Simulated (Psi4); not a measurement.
SZn (SMILES [S]=[Zn]), singlet, at a GFN2-xTB geometry (such geometries of metal compounds can be far from the true shape), atoms displaced at random by about 0.03 Å a coordinate; HF/STO-3G, gradient in Psi4.

The Psi4 input:
```
memory 2 GB

molecule {
0 1
Zn    0.01202698    0.04610905   -0.71763542
S    -0.01453079    0.01561439    1.31781036
symmetry c1
no_reorient
no_com
}

set {
  basis sto-3g
}

gradient('scf')
print_variables()
```

Predict the main parts of the log of this Psi4 run.


```
gradient() will perform analytic gradient computation.

   => Loading Basis Set <=

    Name: STO-3G
    Role: ORBITAL
    Keyword: BASIS

         ---------------------------------------------------------
                                   SCF
               by Justin Turney, Rob Parrish, Andy Simmonett
                          and Daniel G. A. Smith
                              RHF Reference
         ---------------------------------------------------------

  ==> Geometry <==

    Molecular point group: c1
    Full point group: C1

    Geometry (in Angstrom), charge = 0, multiplicity = 1:

       Center              X                  Y                   Z               Mass
    ------------   -----------------  -----------------  -----------------  -----------------
         ZN           0.012026980000     0.046109050000    -0.717635420000    63.929142010000
         S           -0.014530790000     0.015614390000     1.317810360000    31.972071174400

  Running in c1 symmetry.

  Rotational constants: A =    140.08784  B =      0.19051  C =      0.19025 [cm^-1]
  Rotational constants: A = 4199727.83410  B =   5711.37559  C =   5703.61902 [MHz]
  Nuclear repulsion =  124.766255683096588

  Charge       = 0
  Multiplicity = 1
  Electrons    = 46
  Nalpha       = 23
  Nbeta        = 23

  ==> Algorithm <==

  SCF Algorithm Type is DF.
  DIIS enabled.
  MOM disabled.
  Fractional occupation disabled.
  Guess Type is SAD.
  Energy threshold   = 1.00e-08
  Density threshold  = 1.00e-08
  Integral threshold = 1.00e-12

  ==> Primary Basis <==

  Basis Set: STO-3G
    Blend: STO-3G
    Number of shells: 13
    Number of basis functions: 27
    Number of Cartesian functions: 28
    Spherical Harmonics?: true
    Max angular momentum: 2

   => Loading Basis Set <=

    Name: (STO-3G AUX)
    Role: JKFIT
    Keyword: DF_BASIS_SCF

  ==> Integral Setup <==

  SCF_SUBTYPE=INCORE selected. In-core MEM_DF algorithm will be used.
  Using in-core AOs.

  ==> MemDFJK: Density-Fitted J/K Matrices <==

    J tasked:                   Yes
    K tasked:                   Yes
    wK tasked:                   No
    Algorithm:                 Core
    Schwarz Cutoff:           1E-12
    Mask sparsity (%):       6.5844
    Fitting Condition:        1E-10

   => Auxiliary Basis Set <=

  Basis Set: (STO-3G AUX)
    Blend: DEF2-UNIVERSAL-JKFIT
    Number of shells: 96
    Number of basis functions: 392
    Number of Cartesian functions: 532
    Spherical Harmonics?: true
    Max angular momentum: 6

  Minimum eigenvalue in the overlap matrix is 3.0120927165E-01.
  Reciprocal condition number of the overlap matrix is 1.6727078226E-01.
    Using symmetric orthogonalization.

  ==> Pre-Iterations <==

  SCF Guess: Superposition of Atomic Densities via on-the-fly atomic UHF (no occupation information).

   -------------------------
    Irrep   Nso     Nmo
   -------------------------
     A         27      27
   -------------------------
    Total      27      27
   -------------------------

  ==> Iterations <==

                           Total Energy        Delta E     RMS |[F,P]|

   @DF-RHF iter SAD: -2147.65921551457313   -2.14766e+03   0.00000e+00
   @DF-RHF iter   1: -2148.25836228626622   -5.99147e-01   4.33515e-02 DIIS/ADIIS
   @DF-RHF iter   2: -2135.40239996489890    1.28560e+01   5.11269e-02 DIIS/ADIIS
   @DF-RHF iter   3: -2149.29218712418105   -1.38898e+01   2.40677e-02 DIIS/ADIIS
   @DF-RHF iter   4: -2149.42085192249851   -1.28665e-01   2.04595e-02 DIIS/ADIIS
   @DF-RHF iter   5: -2149.46074055018607   -3.98886e-02   2.07224e-02 DIIS/ADIIS
   @DF-RHF iter   6: -2149.52931117552953   -6.85706e-02   1.82706e-02 DIIS/ADIIS
   @DF-RHF iter   7: -2149.50232663158931    2.69845e-02   1.76836e-02 DIIS/ADIIS
   @DF-RHF iter   8: -2149.60023091199810   -9.79043e-02   1.57144e-02 DIIS/ADIIS
   @DF-RHF iter   9: -2150.10993995548506   -5.09709e-01   2.38377e-02 DIIS/ADIIS
[...]
   @DF-RHF iter  72: -2150.48321013187069   -1.61537e-04   6.82615e-04 DIIS/ADIIS
   @DF-RHF iter  73: -2150.48066231085295    2.54782e-03   3.54140e-04 DIIS/ADIIS
   @DF-RHF iter  74: -2150.48546220138223   -4.79989e-03   6.19783e-04 DIIS/ADIIS
   @DF-RHF iter  75: -2150.48104298235648    4.41922e-03   3.13739e-04 DIIS/ADIIS
   @DF-RHF iter  76: -2150.48003053844150    1.01244e-03   3.00717e-04 DIIS/ADIIS
   @DF-RHF iter  77: -2150.47927320255485    7.57336e-04   2.98728e-04 DIIS/ADIIS
   @DF-RHF iter  78: -2150.47491741900694    4.35578e-03   9.36753e-04 DIIS/ADIIS
   @DF-RHF iter  79: -2150.47874336128916   -3.82594e-03   4.61160e-04 DIIS/ADIIS
   @DF-RHF iter  80: -2150.47686458981934    1.87877e-03   6.54805e-04 DIIS/ADIIS
   @DF-RHF iter  81: -2150.48081777269954   -3.95318e-03   3.61383e-04 DIIS/ADIIS
   @DF-RHF iter  82: -2150.48090575685410   -8.79842e-05   3.70015e-04 DIIS/ADIIS
   @DF-RHF iter  83: -2150.47645030651711    4.45545e-03   6.66460e-04 DIIS/ADIIS
   @DF-RHF iter  84: -2150.46877625967181    7.67405e-03   2.32856e-03 DIIS/ADIIS
   @DF-RHF iter  85: -2150.47233155315507   -3.55529e-03   1.38959e-03 DIIS/ADIIS
   @DF-RHF iter  86: -2150.46914077815018    3.19078e-03   2.81056e-03 DIIS/ADIIS
   @DF-RHF iter  87: -2150.47404964425459   -4.90887e-03   1.83404e-03 DIIS/ADIIS
   @DF-RHF iter  88: -2150.47798644439581   -3.93680e-03   1.14805e-03 DIIS/ADIIS
   @DF-RHF iter  89: -2150.48032513930457   -2.33869e-03   8.65663e-04 DIIS/ADIIS
   @DF-RHF iter  90: -2150.48500580513746   -4.68067e-03   8.34811e-04 DIIS/ADIIS
   @DF-RHF iter  91: -2150.48517286726974   -1.67062e-04   8.32679e-04 DIIS/ADIIS
   @DF-RHF iter  92: -2150.48634211162107   -1.16924e-03   1.19479e-03 DIIS/ADIIS
   @DF-RHF iter  93: -2150.47902319028481    7.31892e-03   5.43705e-04 DIIS/ADIIS
   @DF-RHF iter  94: -2150.47693029031734    2.09290e-03   5.26281e-04 DIIS/ADIIS
   @DF-RHF iter  95: -2150.47762178347875   -6.91493e-04   4.75020e-04 DIIS/ADIIS
   @DF-RHF iter  96: -2150.47989001980432   -2.26824e-03   6.53974e-04 DIIS/ADIIS
   @DF-RHF iter  97: -2150.47856480007749    1.32522e-03   6.95019e-04 DIIS/ADIIS
   @DF-RHF iter  98: -2150.48107454994079   -2.50975e-03   3.96372e-04 DIIS/ADIIS
   @DF-RHF iter  99: -2150.48068081190604    3.93738e-04   4.85836e-04 DIIS/ADIIS
   @DF-RHF iter 100: -2150.48039985108198    2.80961e-04   5.01946e-04 DIIS/ADIIS

PsiException: Could not converge SCF iterations in 100 iterations.

  Failed to converge.

Traceback (most recent call last):
  File "psi4", line 375, in <module>
  File "<string>", line 25, in <module>
  File "site-packages/psi4/driver/driver.py", line 646, in gradient
  File "site-packages/psi4/driver/procrouting/proc.py", line 96, in select_scf_gradient
  File "site-packages/psi4/driver/procrouting/proc.py", line 2860, in run_scf_gradient
  File "site-packages/psi4/driver/procrouting/proc.py", line 2760, in run_scf
  File "site-packages/psi4/driver/procrouting/proc.py", line 2047, in scf_helper
  File "site-packages/psi4/driver/procrouting/scf_proc/scf_iterator.py", line 93, in scf_compute_energy
  File "site-packages/psi4/driver/procrouting/scf_proc/scf_iterator.py", line 86, in scf_compute_energy
  File "site-packages/psi4/driver/procrouting/scf_proc/scf_iterator.py", line 609, in scf_iterate

psi4.driver.p4util.exceptions.SCFConvergenceError: Could not converge SCF iterations in 100 iterations.

Printing out the relevant lines from the Psithon --> Python processed input file:
    no_reorient
    no_com
    """)
    core.IO.set_default_namespace("")
    core.set_global_option("BASIS", "sto-3g")
--> gradient('scf')
    print_variables()

!-------------------------------------------------------!
!                                                       !
!  Could not converge SCF iterations in 100 iterations. !
!                                                       !
!-------------------------------------------------------!
```

The run did not converge; its last values are not results.
